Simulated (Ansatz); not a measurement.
CH5ClSeSi can be A, `ClC[SiH2][SeH]`, or B, `C[Se][SiH2]Cl`.

Program: Ansatz. Geometries: PBE0-D4/def2-TZVP. ΔE: electronic, gas phase. CBS: MP2 limit from def2 TZ/QZ plus the TZ coupled-cluster correction, frozen cores. DFT in def2-TZVPP. B3LYP here is the variant with VWN-RPA as its local correlation; programs differ in this. For Se outer-core shells are correlated without core-valence functions, which leaves a few kJ/mol of doubt a bond. Scalar relativity is left out up to krypton. Each species was taken in one conformer, which may not be the lowest.

A:

Z-matrix (Å, degrees):
```
C
Si 1 1.880
Cl 1 1.787 2 108.2
H 1 1.090 2 111.7 3 118.9
H 1 1.090 2 112.2 3 -118.9
Se 2 2.281 1 110.9 3 -179.1
H 2 1.481 1 109.5 3 -63.4
H 2 1.482 1 109.0 3 58.4
H 6 1.469 2 93.0 1 -71.9
```

B:

```xyz
9

C    -1.559   -0.277    0.252
Se   -0.520    1.375    0.089
Si    1.491    0.393   -0.132
Cl    1.631   -0.734   -1.852
H    -2.596    0.027    0.381
H    -1.232   -0.843    1.122
H    -1.460   -0.869   -0.655
H     2.497    1.475   -0.189
H     1.749   -0.547    0.984
```

(1) Which is lower in electronic energy at CCSD(T)/CBS, and by how much? (An estimate is asked.)

(2) Give E(B) − E(A) in kJ/mol with PBE0-D4, PBE-D4, ωB97M-V, B3LYP, CCSD(T)/def2-TZVPP, HF/def2-TZVPP, r2SCAN-D4. (Best estimate.)

Largest T1 diagnostic: 0.009.

Results:

(1) Ansatz gave: B, by 123.2 kJ/mol.

(2) The calculation gave: PBE0-D4 -121.8, PBE-D4 -119.4, ωB97M-V -122.0, B3LYP -120.7, CCSD(T)/def2-TZVPP -121.9, HF/def2-TZVPP -125.3, r2SCAN-D4 -124.1. None reverses the order clearly.
